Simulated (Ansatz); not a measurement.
Species: sum formula H$_{4}$SiNO$_{3}$, net charge 0, doublet state. It need not be the lowest isomer of its formula. 
Geometry from a B3LYP-D3(BJ)/def2-TZVP (Ansatz, a quantum-chemistry and plane-wave program) optimisation:
```xyz
9

N     -1.4829    -0.7132    -0.0706
Si     0.0829     0.0195     0.0199
O      0.4089    -0.3829     1.5495
O      0.0192     1.6290    -0.2789
O      1.0351    -0.6624    -1.1131
H     -1.5530    -1.7141    -0.1912
H     -2.2487    -0.3542     0.4810
H     -0.0499     2.2129     0.4805
H      1.3654    -0.0955    -1.8141
```
Charge 0, spin multiplicity 2.

Dipole moments at this geometry, in debye (magnitudes).

| level | program | dipole (D) |
|---|---|---|
| BLYP/def2-TZVPD | Ansatz | 2.81 |
| r2SCAN/def2-TZVPD | Ansatz | [?] |
| B97M-V/def2-TZVPD | Ansatz | 2.36 |
| PBE0/def2-TZVPD | Ansatz | 2.27 |
| r2SCANh/def2-TZVPD | Ansatz | 2.35 |
| r2SCAN0/def2-TZVPD | Ansatz | 2.05 |
| HSE06/def2-TZVPD | Ansatz | 2.29 |
| LC-wPBE/def2-TZVPD | Ansatz | 1.87 |
| wB97M-V/def2-TZVPD | Ansatz | 2.00 |
| CCSD(T)/aug-cc-pV(D+d)Z | Ansatz | [?] |

Some entries are withheld; supply them.


- r2SCAN/def2-TZVPD, dipole (D): 2.54
- CCSD(T)/aug-cc-pV(D+d)Z, dipole (D): 1.97
